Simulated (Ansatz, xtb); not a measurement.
Process, species as SMILES: C[Si]([NH-])(N)N -> [CH2-][Si](N)(N)N
Geometries: B3LYP-D3(BJ)/def2-TZVP minima from Ansatz (a first-principles code), one conformer each, not searched for the lowest. Frequencies are from Ansatz.

Property: isomerisation energy (enthalpy at 298 K, with B3LYP-D3(BJ) rigid-rotor harmonic-oscillator terms), in eV. Cores are frozen in the correlated levels unless marked. No spin-orbit coupling. No relativistic terms. Anions need diffuse functions: aug- sets have them; def2-D sets add few; the other sets have none. 

| level | program | isomerisation energy (eV) |
|---|---|---|
| GFN2-xTB | xtb | 1.65 |
| revPBE-D4/def2-TZVPD | Ansatz + dftd4 | 0.56 |
| PBE0/def2-SVP | Ansatz | 0.48 |
| PBE0/def2-TZVP | Ansatz | 0.51 |
| BHLYP/def2-TZVPD | Ansatz | 0.51 |
| r2SCAN0/def2-TZVPD | Ansatz | 0.50 |
| CAM-B3LYP-D4/def2-TZVPD | Ansatz + dftd4 | 0.52 |
| wB97M-V/def2-TZVPD | Ansatz | 0.50 |
| MP2/6-31G | Ansatz | 0.49 |
| MP2/6-31G* | Ansatz | 0.82 |
| MP2/aug-cc-pV(D+d)Z | Ansatz | 0.50 |
| RI-MP2/aug-cc-pV(T+d)Z | Ansatz | 0.50 |
| SCS-MP2/cc-pV(T+d)Z | Ansatz | 0.57 |
| CCSD(T)/cc-pwCVTZ | Ansatz | 0.56 |
